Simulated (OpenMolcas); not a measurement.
Cl⁺: effect of the active space

```
Program             : OpenMolcas 26.06
Method              : SS-CASPT2 or its RAS form, IPEA 0.25 Eh, imaginary shift 0.1 Eh
Basis               : ANO-RCC-VQZP
Scalar Hamiltonian  : DKH2, point nucleus
Spin-orbit coupling : RASSI with atomic mean-field integrals over the reference wave functions, term energies averaged over their components
```

A. 4 electrons in 3 orbitals (3p); 2S+1 = 3 even, 3 roots; 2S+1 = 1 even, 6 roots; closed shells correlated: 2s 2p 3s; CASPT2 step of the order of 1.3 core-seconds
B. 6 electrons in 4 orbitals (3s 3p); 2S+1 = 3 even, 3 roots; 2S+1 = 1 even, 6 roots; 2S+1 = 3 odd, 3 roots; 2S+1 = 1 odd, 3 roots; closed shells correlated: 2s 2p; CASPT2 step about 3 core-seconds
C. 6 electrons in 9 orbitals (RAS2 3s 3p; RAS3 3d, at most 2 electrons); 2S+1 = 3 even, 3 roots; 2S+1 = 1 even, 6 roots; 2S+1 = 3 odd, 3 roots; 2S+1 = 1 odd, 3 roots; closed shells correlated: 2s 2p; CASPT2 step of the order of 15 core-seconds

Energies in cm⁻¹ above 3s² 3p⁴ ³P₂, the measured ground level; measured values from NIST Handbook of Basic Atomic Spectroscopic Data.

| Level | A | B | C | Measured |
| --- | --- | --- | --- | --- |
| 3s² 3p⁴ ³P₂ | 0.0 | 0.0 | 0.0 | 0.0 |
| 3s² 3p⁴ ³P₁ | 650 | 650 | 626 | 696 |
| 3s² 3p⁴ ³P₀ | 938 | 937 | 904 | 996 |
| 3s² 3p⁴ ¹D₂ | 11700 | 11700 | 11750 | 11654 |
| 3s² 3p⁴ ¹S₀ | 29010 | 27580 | 27930 | 27878 |

Deviations, from unrounded energies. A percentage is the sum of absolute deviations over the sum of measured energies, with the sign that they share, or ± where signs differ.

| Against measurement | Levels | A | B | C |
| --- | --- | --- | --- | --- |
| mean absolute deviation (cm-1) | 4 | 320 | 110 | 76 |
| fine structure of the ground term (%) | 2 | -6.2 | -6.2 | -9.6 |
| other terms of the ground configuration (%) | 2 | +3.0 | ±0.9 | +0.4 |

C lies closest to measurement on these levels and A furthest from it. The largest miss of C in the table is 3s² 3p⁴ ¹D₂, by +94 cm-1. The ranking rests on the paired levels alone, and a cruder setting can come out closer through cancelling errors.

The two smallest mean deviations differ by little beside CASPT2's spread within terms, so their order carries little weight.

Among A to C the level of the table that moves most is 3s² 3p⁴ ¹S₀, by 1400 cm-1 (lowest in B, highest in A). Moves below CASPT2's spread within the term are not significant.

Term energies are means over components that CASPT2 splits; among the terms shown or strongly mixed into the levels shown the widest spread is 190 cm-1 (3s² 3p⁴ ¹D, A). Over all roots computed the reference weight is 0.86 to 0.95 in B; the roots of lowest weight are the least certain, and an intruder state may touch them. With the s shell closed, the reference lacks s² → p² mixing (holds for A). The run also gave levels led by 3s² 3p³ 3d, which use shells meant for correlation; these and all levels above them are left out (holds for C). Measured partners are found by configuration, term and J. A level has none where our copy of the source lacks it or the pairing is in doubt (some pairs that miss far off the trend of their configuration count as doubtful), and it then counts in no deviation. Only configurations of the active space appear. The table leaves out levels that lie high or whose names do not pair safely across all columns.
